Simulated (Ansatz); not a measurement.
Relaxation of AlH10OPSi3 (16 atoms, charge 0, multiplicity 1), to a largest force component of 0.015 eV/Å in at most 40 steps.

These are results of RKS PBE/6-31G* in Ansatz 0.2.0, not measurements.

```xyz
16
Properties=species:S:1:pos:R:3:forces:R:3
O 2.228 -0.920 1.668 -1.24 1.45 0.43
Si 0.854 -0.678 0.578 1.78 0.22 0.92
Si -1.099 -0.777 1.693 0.66 0.56 1.47
P 0.973 -2.256 -0.953 -1.40 -1.27 -0.51
Al 0.993 1.412 -0.509 0.50 0.41 0.09
Si -0.694 2.034 -2.029 -0.02 0.38 0.28
H 2.119 -0.128 2.306 0.52 -1.39 -0.87
H -1.141 -2.076 2.349 -0.27 -0.79 0.45
H -1.086 0.300 2.766 -0.19 -0.15 -0.13
H -2.180 -0.589 0.793 -1.37 0.22 -0.95
H -0.438 -1.948 -1.427 1.22 -0.19 0.35
H 0.453 -3.284 -0.014 0.33 0.39 -0.59
H 2.145 2.444 -0.188 0.34 0.26 0.14
H -1.395 3.251 -1.546 -0.21 0.35 -0.05
H -0.094 2.240 -3.344 0.16 0.22 -0.82
H -1.660 0.953 -2.099 -0.79 -0.67 -0.22
```

Question: Where does it end, and by what steps?

Answer: It converged. The force dipped under the threshold on the way, but the program's further checks kept it going. After 21 steps the energy has fallen by 0.695 eV; H16 moved furthest, 0.51 Å.

| step | energy less start (eV) | largest force component (eV/Å) | accepted |
| --- | --- | --- | --- |
| 0 | 0.0000 | 1.777 | yes |
| 1 | -0.5109 | 2.023 | yes |
| 2 | -0.6189 | 0.943 | yes |
| 3 | -0.6518 | 0.865 | yes |
| 4 | -0.6677 | 0.828 | yes |
| 5 | -0.6884 | 0.089 | yes |
| 6 | -0.6891 | 0.261 | yes |
| 7 | -0.6921 | 0.042 | yes |
| 8 | -0.6927 | 0.027 | yes |
| 9 | -0.6891 | 0.465 | no |
| 10 | -0.6917 | 0.084 | no |
| 11 | -0.6931 | 0.009 | yes |
| 12 | -0.6931 | 0.176 | no |
| 13 | -0.6936 | 0.036 | yes |
| 14 | -0.6938 | 0.114 | yes |
| 15 | -0.6939 | 0.136 | yes |
| 16 | -0.6943 | 0.077 | yes |
| 17 | -0.6946 | 0.019 | yes |
| 18 | -0.6948 | 0.022 | yes |
| 19 | -0.6950 | 0.039 | yes |
| 20 | -0.6952 | 0.024 | yes |
| 21 | -0.6953 | 0.010 | yes |

```xyz
16
Properties=species:S:1:pos:R:3
O 2.280 -1.010 1.592
Si 0.878 -0.672 0.681
Si -1.088 -0.851 1.992
P 0.916 -2.318 -0.917
Al 0.905 1.527 -0.457
Si -0.667 2.100 -2.274
H 2.534 -0.288 2.198
H -1.253 -2.228 2.573
H -1.109 0.136 3.130
H -2.284 -0.559 1.126
H -0.344 -1.908 -1.478
H 0.308 -3.336 -0.103
H 1.948 2.650 0.052
H -1.490 3.312 -1.924
H 0.074 2.431 -3.544
H -1.631 0.992 -2.604
```

Run time: 110 s on 2 threads of Arm Neoverse V1, with other jobs on the host, peak memory 0.21 GiB.
